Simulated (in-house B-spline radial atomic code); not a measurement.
RPA correlation on SCAN: Yb

Configuration [Xe] 4f14 6s2, mean-field start SCAN. Computed with an all-electron radial atomic-structure program (B-spline basis): all electrons, scalar-relativistic (spin-free one-electron X2C), finite nucleus, each spin shell either full or empty, empty states to l = 9 with an (l + 1/2)⁻⁴ tail; G0W0 by contour deformation at full frequency.

Without the two-electron picture change, the correlation of inner shells comes somewhat too large for so heavy an element.

The highest G0W0 level has too low a weight to be given.

Command:
```bash
python run_gw.py task.json out
```
Settings (radii: box in bohr, nucleus in fm):
```
Z                        70
electrons                70
configuration            [Xe] 4f14 6s2
hamiltonian              x2c
method                   scan,scan
lmax                     9
rms_radius               5.3108
spin_polarised           False
box_radius               40
intervals                72
ion_configuration        [Xe] 4f14 6s1
```

Run time, properties included: 22 s on 1 thread of Arm Neoverse N1 (shared host).

Energies (hartree):

| term | value |
| --- | --- |
| mean-field total | -14060.63571 |
| Hartree-Fock functional on these orbitals | -14054.59231 |
| direct second order | -8.2901 |
| second-order exchange | 1.9868 |
| SOSEX correction | 1.7527 |

(1) What is the RPA correlation energy, and what remains with SOSEX?

(2) What does it cost to remove one electron (to [Xe] 4f14 6s1) by differences of total energies, each species on its own start (correlation terms add to the Hartree-Fock functional)?

## Answers

(1) RPA gives -6.513 hartree (-2.53 eV per electron); RPA + SOSEX gives -4.7604, and the second-order doubles -6.3033 hartree (no singles). SOSEX takes back 27 % of the RPA value.

(2) SCAN 6.232 eV, Hartree-Fock functional 4.965 eV, + RPA 6.626 eV, + RPA + SOSEX 6.249 eV, + second order 8.099 eV. Tabulated: 6.254 eV (NIST, measured); the calculation leaves out spin-orbit coupling, Breit and QED terms, and what these don't explain is the method's own error.
